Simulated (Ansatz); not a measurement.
Basis-set series for C2H8AlClSi (`C[SiH2][AlH][CH2]Cl`). The species carries charge 0 and has multiplicity 1. The geometry is a stationary point of PBE0-D4/def2-TZVP. It is one conformer, not always the lowest.

```tsv
functional	basis	functions	energy (Eh)	HOMO (eV)	LUMO (eV)
PBE0-D4	def2-SVP	122	-1072.29454	-7.18	-0.89
PBE0-D4	def2-TZVPP	300	-1072.72997	-7.17	-1.00
ωB97M-V	def2-SVP	122	-1072.65017	-9.15	0.82
ωB97M-V	def2-TZVPP	300	-1073.09019	-9.17	0.62
```

Question: Give the rows for def2-QZVPP. (Best estimate.)

Answer: The calculation gave: 
```tsv
functional	basis	functions	energy (Eh)	HOMO (eV)	LUMO (eV)
PBE0-D4	def2-QZVPP	564	-1072.76514	-7.17	-1.08
ωB97M-V	def2-QZVPP	564	-1073.12402	-9.18	0.35
```

Positive LUMOs are unbound and depend on the basis.

All numbers were calculated with Ansatz.
